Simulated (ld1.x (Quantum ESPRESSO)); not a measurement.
molybdenum, PAW: configuration errors across variants

```json
{"Element": "Mo (Z = 42)", "Generator": "ld1.x (Quantum ESPRESSO) 7.5", "Type": "PAW", "Functional": "PBE", "Relativity": "scalar-relativistic", "Frozen core": "[Ar] 3d10", "Valence charge": "14", "Reference configuration": "4s2 4p6 4d5 5s0.75 5p0.25", "Partial waves": "4s (bound): rcut 1.45, rcutus 1.70 bohr; 5s (bound): rcut 1.45, rcutus 1.70 bohr; 4p (bound): rcut 1.65, rcutus 2.00 bohr; 5p (bound): rcut 1.65, rcutus 2.00 bohr; 4d (bound): rcut 2.55, rcutus 2.70 bohr; 4d channel at 0.1 Ry: rcut 2.55, rcutus 2.70 bohr", "Local potential": "all-electron potential smoothed inside 2.70 bohr (lloc = -1)", "Core correction": "Bessel-smoothed model core, default radius (core density twice the valence density)", "Augmentation charge": "BESSEL, radius 1.50 bohr"}
```

All-electron excitation energies from the reference (eV): (1) 4s2 4p6 4d5 5s1 5p0 -0.765; (2) 4s2 4p6 4d5 5s0 5p0 6.125; (3) 4s2 4p6 4d4 5s0 5p0 21.586; (4) 4s2 4p6 4d5 5s0 5p1 2.375.

Tests that are not counted but printed errors over 1 eV. “base”: 4s2 4p5 4d5 5s1 5p0 (solver errors, printed error -1366 eV). “waves 4s (bound): rcut 1.38, rcutus 1.46 bohr; 5s (bound): rcut 1.38, rcutus 1.46 bohr”: 4s2 4p5 4d5 5s1 5p0 (solver errors, printed error -1462 eV). “waves 4s (bound): rcut 1.45, rcutus 1.74 bohr; 5s (bound): rcut 1.45, rcutus 1.74 bohr”: 4s2 4p5 4d5 5s1 5p0 (solver errors, printed error -1366 eV). “waves 4s (bound): rcut 1.45, rcutus 2.02 bohr; 5s (bound): rcut 1.45, rcutus 2.02 bohr”: 4s2 4p6 4d4 5s0 5p0 (solver errors, printed error -1144 eV). “waves 4s (bound): rcut 1.45, rcutus 2.24 bohr; 5s (bound): rcut 1.45, rcutus 2.24 bohr”: 4s2 4p6 4d4 5s0 5p0 (solver errors, printed error -1152 eV).

Errors AE − PS in meV (a dash: test not solved or not reliable):

```csv
change,(1),(2),(3),(4),bound ghosts
base,+0.1,-1.3,-0.6,-0.3,none
"waves 4s (bound): rcut 1.38, rcutus 1.46 bohr; 5s (bound): rcut 1.38, rcutus 1.46 bohr",+0.1,-1.2,-0.7,-0.4,none
"waves 4s (bound): rcut 1.45, rcutus 1.74 bohr; 5s (bound): rcut 1.45, rcutus 1.74 bohr",+0.1,-1.3,-0.4,-0.2,none
"waves 4s (bound): rcut 1.45, rcutus 2.02 bohr; 5s (bound): rcut 1.45, rcutus 2.02 bohr",+0.2,-1.2,–,+0.2,none
"waves 4s (bound): rcut 1.45, rcutus 2.24 bohr; 5s (bound): rcut 1.45, rcutus 2.24 bohr",+0.3,-1.2,–,+0.2,none
"waves 4s (bound): rcut 1.45, rcutus 2.52 bohr; 5s (bound): rcut 1.45, rcutus 2.52 bohr",+0.3,-1.3,–,0.0,none
```

Give the same row for: waves 4s (bound): rcut 1.14, rcutus 1.20 bohr; 5s (bound): rcut 1.14, rcutus 1.20 bohr.

+0.1, -0.1, +7.0, -0.4; bound ghosts: none. Not counted: 4s2 4p5 4d5 5s1 5p0 (solver errors, printed error -1463 eV).
